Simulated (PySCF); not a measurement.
# Electron correlation in V⁺ (vanadium, charge +1)

[Ar] 3d4, high-spin 5D determinant. Calculation: PySCF 2.14, in x2c-TZVPPall with one added diffuse shell each of s, p, d, f type (7s6p5d3f1g, 80 functions); scalar relativity by spin-free X2C-1e. Frozen: [Ne]; 12 electrons correlated.

```csv
level,correlation energy (mhartree)
CCSD,-346.87
(T),-7.80
CCSD(T),-354.67
```

Diagnostics: T1 = 0.0093, D1 = 0.0241, largest double amplitude 0.023.

Problem. Is a single reference adequate?

Solution. Yes: T1 lies below 0.03 and no double amplitude reaches 0.07.

This basis was not built for core-valence correlation, so the inner-shell part is incomplete.
